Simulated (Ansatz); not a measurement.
Vertical singlet–triplet gap (eV) of eight silicon and germanium compounds: PBE beside CAM-B3LYP, computed with Ansatz (a first-principles code) for isolated molecules in the bases named; differences from unrounded values. The eight are the first of their class met in an unordered collection, after screening for sound electronic states; none was chosen by its value. Functionals give these values as differences of separate SCF runs (ΔSCF), EOM-CCSD as a root; each molecule has one DFT geometry for both levels.

```csv
molecule,basis,CAM-B3LYP,PBE,difference
"C4H7FSi, SMILES [SiH3][C@]1(F)CC=C1",def2-SVPD,4.13,4.15,0.02
"CH7ClOSi2, SMILES [SiH2](C)[Si@@H](O)Cl",def2-TZVPD,5.95,?,?
"CH6FNOSi2, SMILES F[Si@H]1N[SiH2]CO1",def2-SVPD,6.34,5.47,-0.87
"C2H9NOSi2, SMILES C=CO[SiH2]N[SiH3]",def2-SVPD,4.17,?,?
"C₂H₄FNOSi, SMILES O=C/N=C/[SiH2]F",def2-SVPD,3.27,2.79,-0.48
"C2H12OSi3, SMILES [SiH2](OCC)[SiH2][SiH3]",def2-SVPD,5.56,4.81,-0.75
"ClH3OS2Si, SMILES O[Si](S)(S)Cl",def2-SVPD,6.00,5.41,-0.59
"Se(SH)(GeH3) (GeH4SSe), SMILES S[Se][GeH3]",def2-SVPD,3.30,?,?
```

**Question.** What belongs in the gaps? (Estimate from the structure and the level; the computed values follow.)

**Answer.** 
- C2H9NOSi2, SMILES C=CO[SiH2]N[SiH3], PBE: 4.20
- C2H9NOSi2, SMILES C=CO[SiH2]N[SiH3], difference: 0.03
- CH7ClOSi2, SMILES [SiH2](C)[Si@@H](O)Cl, PBE: 5.23
- CH7ClOSi2, SMILES [SiH2](C)[Si@@H](O)Cl, difference: -0.72
- Se(SH)(GeH3) (GeH4SSe), SMILES S[Se][GeH3], PBE: 3.05
- Se(SH)(GeH3) (GeH4SSe), SMILES S[Se][GeH3], difference: -0.26

PBE lies below CAM-B3LYP in 6 and above it in 2 of the eight; the mean signed difference is -0.45 and the largest -0.87 eV.
